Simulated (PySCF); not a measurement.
**Cost of response and excited-state runs on `C[Se]c1cnc(Cl)cn1`, C5H5ClN2Se**

Molfile (atoms numbered from 1):
```
C5H5ClN2Se
     RDKit          3D

 14 14  0  0  0  0  0  0  0  0999 V2000
    2.7288    0.3519    0.3839 C   0  0  0  0  0  0  0  0  0  0  0  0
    1.9072   -1.1022   -0.6136 Se  0  0  0  0  0  2  0  0  0  0  0  0
    0.1070   -0.5895   -0.3822 C   0  0  0  0  0  0  0  0  0  0  0  0
   -0.9548   -1.3237   -0.9209 C   0  0  0  0  0  0  0  0  0  0  0  0
   -2.1972   -0.9386   -0.7391 N   0  0  0  0  0  0  0  0  0  0  0  0
   -2.4065    0.1629   -0.0324 C   0  0  0  0  0  0  0  0  0  0  0  0
   -4.0390    0.6424    0.1897 Cl  0  0  0  0  0  0  0  0  0  0  0  0
   -1.3568    0.8997    0.5078 C   0  0  0  0  0  0  0  0  0  0  0  0
   -0.1091    0.5111    0.3242 N   0  0  0  0  0  0  0  0  0  0  0  0
    3.8033    0.1921    0.3628 H   0  0  0  0  0  0  0  0  0  0  0  0
    2.4673    1.2923   -0.0926 H   0  0  0  0  0  0  0  0  0  0  0  0
    2.3545    0.3267    1.4031 H   0  0  0  0  0  0  0  0  0  0  0  0
   -0.7926   -2.2246   -1.4987 H   0  0  0  0  0  0  0  0  0  0  0  0
   -1.5129    1.7992    1.0858 H   0  0  0  0  0  0  0  0  0  0  0  0
  1  2  1  0
  2  3  1  0
  3  4  1  0
  4  5  2  0
  5  6  1  0
  6  7  1  0
  6  8  2  0
  8  9  1  0
  9  3  2  0
  1 10  1  0
  1 11  1  0
  1 12  1  0
  4 13  1  0
  8 14  1  0
M  END
```

PySCF with density fitting, on 1 thread of an Arm Neoverse V1, shared host. Command: `OMP_NUM_THREADS=1 python excited_run.py task.json out`

Q: How long does this run take, and how much memory?
- first hyperpolarisability, BLYP/def2-SVPD; wavelengths [488] nm; damping 0.2; writes grids

A: 
| run | level | basis functions | wall time | peak memory (GiB) |
| --- | --- | --- | --- | --- |
| first hyperpolarisability | BLYP/def2-SVPD | 248 | 2.2 min | 0.9 |

Times from a shared host are rough.
